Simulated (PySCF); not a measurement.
Interval between two levels of P⁺ by level of theory

P⁺ [Ne] 3s2 3p2 [3P2, M_J = 2] → P⁺ [Ne] 3s2 3p1 4s1 [3P2, M_J = 2], as a difference of total energies. All numbers are calculated (PySCF 2.14, the two-component X2C-1e Hamiltonian, in x2c-SVPall-2c with one added diffuse shell each of s, p type (5s5p1d, 25 functions)). Correlated levels: [Ne] frozen. "Screened" scales the spin-orbit matrix elements by Boettger's factors to mimic the two-electron term; Breit and QED terms are absent.

| method | interval between two levels (cm⁻¹) | error (cm⁻¹) |
| --- | --- | --- |
| GHF (spin-free) | 85155 | -1501 |
| GMP2 (spin-free) | 85531 | -1125 |
| GHF (screened spin-orbit) | 85190 | -1466 |
| GMP2 (screened spin-orbit) | 85561 | -1094 |

Reference: 86655 cm⁻¹ (measured; NIST Handbook of Basic Atomic Spectroscopic Data (Sansonetti and Martin, J. Phys. Chem. Ref. Data 34, 1559 (2005))).

Errors of the correlated levels include the incompleteness of this basis and the frozen core.

The labels give the starting determinants; with spin-orbit coupling the two ends relaxed to ⟨J²⟩ = 6.01, ⟨L²⟩ = 2.01, ⟨S²⟩ = 2.00 and ⟨J²⟩ = 6.01, ⟨L²⟩ = 2.01, ⟨S²⟩ = 2.00.
